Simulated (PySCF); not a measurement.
## S²⁺ (sulfur, charge +2) across methods

[Ne] 3s2 3p2, high-spin 3P determinant. All numbers are calculated (PySCF 2.14, no relativity, point nucleus, in dyall-acv3z (19s12p6d4f, 113 functions)).

```csv
method,E (hartree),mean ε 3s α (eV),mean ε 3s β (eV),mean ε 3p α (eV),Σ⟨r²⟩ (bohr²),⟨S²⟩
LDA,-395.4960,-40.136,-37.847,-28.868,14.96,2.001
r2SCANh,-396.8510,-41.779,-38.309,-30.068,14.96,2.007
PBE0,-396.7444,-42.462,-39.066,-30.581,14.94,2.005
r2SCAN,-396.8510,-40.972,-37.772,-29.484,14.95,2.007
PBE,-396.7121,-40.171,-37.644,-28.954,14.95,2.003
TPSS,-396.9047,-40.603,-37.639,-29.198,14.93,2.004
UHF,-396.33846,-48.504,-41.869,-34.732,15.09,2.012
```

(1) Estimate the same row for PBEsol.

Results:

(1) E (hartree) = -396.0768; mean ε 3s α (eV) = -40.102; mean ε 3s β (eV) = -37.571; mean ε 3p α (eV) = -28.865; Σ⟨r²⟩ (bohr²) = 14.95; ⟨S²⟩ = 2.003.
